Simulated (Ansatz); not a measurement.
Ansatz (an electronic-structure program) input for C3H7FSi, SMILES C1C([SiH2]F)C1, PBE/def2-SVPD. Geometry optimised at PBE-D3(BJ)/def2-SVP. The structure was generated by enumeration, and PubChem lists no compound with its InChIKey, so it may never have been made. Other conformers were not sampled.

Ansatz 0.2 input:
```yaml
crystal:
  periodic: [false, false, false]
  atoms:
    - {symbol: F, position_ang: [2.11852802, -0.56228249, -0.20760097]}
    - {symbol: Si, position_ang: [0.93423364, 0.47574559, 0.26676049]}
    - {symbol: C, position_ang: [-0.70828172, -0.38420117, 0.38296847]}
    - {symbol: C, position_ang: [-1.97346488, 0.44446257, 0.17207869]}
    - {symbol: C, position_ang: [-1.56941626, -0.56930598, -0.85772272]}
    - {symbol: H, position_ang: [0.82469753, 1.56049396, -0.77015276]}
    - {symbol: H, position_ang: [1.35950508, 1.04202918, 1.59200087]}
    - {symbol: H, position_ang: [-0.78712138, -1.18035270, 1.14359415]}
    - {symbol: H, position_ang: [-2.83499896, 0.22454629, 0.82146896]}
    - {symbol: H, position_ang: [-1.86772696, 1.51319861, -0.07981028]}
    - {symbol: H, position_ang: [-2.15208556, -1.50052253, -0.93392416]}
    - {symbol: H, position_ang: [-1.18131595, -0.20502114, -1.82336136]}
basis:
  gaussian:
    orbitals: def2-SVPD
hamiltonian:
  xc: {name: PBE}
```

It prints:

```
WARN ansatz: RAYON_NUM_THREADS=1 ignored (pool sized by the plan → 1); use --threads N
Functional definition: PBE
integrals: 0.09 GiB planned
1368 factors; their error is unknown
mean field: 0.65 GiB planned
mean field evaluation 1: about -13792.6816 eV, gradient 6.6e1 eV
mean field evaluation 2: about -13765.0015 eV, gradient 1.3e2 eV
mean field evaluation 4: about -13802.8494 eV, gradient 4.5e0 eV
mean field evaluation 8: about -13802.8918 eV, gradient 2.6e-1 eV
mean field evaluation 16: about -13802.8264 eV, gradient 2.2e-4 eV
mean field -13802.82635327 eV, -507.2445125908 hartree, gradient 2.8e-5 eV, S^2 0.000000; 0 other end points of the search recorded, 0 dependent functions left out
reference -13802.82639899 eV, -507.2445142713 hartree; 24, 24 occupied and 139, 139 virtual orbitals, 1368 factors
Total energy: -13802.82639899 eV, -507.2445142713 hartree
```

Self-consistency was reached.
